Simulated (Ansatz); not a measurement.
Reaction (cleavage of the B–Si bond): `B[SiH2]C(O)F` + `CBNC` → `BN(C)BC` + `OC(F)[SiH3]`

Program: Ansatz. Geometries: PBE0-D4/def2-TZVP. ΔE: electronic, gas phase. CCSD(T)/CBS is the MP2 limit (def2-TZVPP, def2-QZVPP) plus CCSD(T) − MP2 in def2-TZVPP, frozen cores. DFT in def2-TZVPP. B3LYP here is the variant with VWN-RPA as its local correlation; programs differ in this. One conformer a species, not always the lowest.

`B[SiH2]C(O)F`:

```xyz
11

B    -1.982    0.374    0.109
Si   -0.414   -0.753   -0.440
C     1.258    0.107   -0.072
O     1.316    0.380    1.279
F     1.314    1.300   -0.800
H    -3.075   -0.108    0.173
H    -1.869    1.538    0.344
H    -0.393   -2.088    0.221
H    -0.482   -0.973   -1.915
H     2.130   -0.470   -0.407
H     2.197    0.694    1.508
```

`CBNC`:

Cartesian coordinates in Å:
```
C 0.467 1.008 -1.660
B -0.350 0.252 -0.554
N 0.260 -0.279 0.575
C -0.378 -0.991 1.656
H 1.541 1.072 -1.461
H 0.088 2.028 -1.786
H 0.334 0.523 -2.634
H -1.542 0.106 -0.648
H 1.258 -0.175 0.686
H -1.447 -1.056 1.454
H 0.013 -2.008 1.758
H -0.242 -0.479 2.614
```

`BN(C)BC`:

```xyz
14

B    -0.228    1.704    1.168
N    -0.131    0.622    0.263
C    -0.621    0.773   -1.105
B     0.446   -0.620    0.685
C     0.592   -1.875   -0.233
H    -0.716    2.735    0.799
H     0.177    1.569    2.282
H    -1.400    0.039   -1.327
H    -1.039    1.770   -1.240
H     0.185    0.635   -1.829
H     0.820   -0.671    1.821
H     1.622   -2.246   -0.193
H     0.309   -1.749   -1.279
H    -0.015   -2.687    0.187
```

`OC(F)[SiH3]`:

```xyz
9

O     1.038   -0.714    1.033
C     0.022   -0.715    0.103
F     0.417   -1.424   -1.035
Si   -0.360    1.090   -0.400
H     1.139   -1.598    1.402
H    -0.867   -1.245    0.472
H     0.887    1.725   -0.890
H    -1.389    1.066   -1.469
H    -0.886    1.815    0.784
```

| level | ΔE (kJ/mol) | difference from CCSD(T)/CBS |
| --- | --- | --- |
| PBE-D4 | -111.9 | 10.9 |
| r2SCAN-D4 | -118.2 | 4.6 |
| PBE0-D4 | -114.7 | 8.1 |
| B2PLYP | -123.1 | -0.3 |
| PBE | -109.8 | 13.0 |
| B3LYP | -117.7 | 5.1 |
| CCSD(T)/def2-TZVPP | -122.6 | 0.2 |
| HF/def2-QZVPP | -122.7 | 0.1 |
| MP2/def2-QZVPP | -131.5 | -8.7 |
| CCSD/CBS(def2) | -121.2 | 1.6 |
| CCSD(T)/CBS | -122.8 | 0 |

Largest T1 diagnostic among the species: 0.012.

From PBE to PBE0 (25 % exact exchange), in def2-TZVPP and without D4, ΔE moves by −3.2 kJ/mol. The D4 term adds −3.3 kJ/mol with B3LYP and −1.7 kJ/mol with PBE0; it sums over pairs of atoms, weighted by their polarisabilities, and B3LYP, whose exchange is more repulsive, gets the larger term.
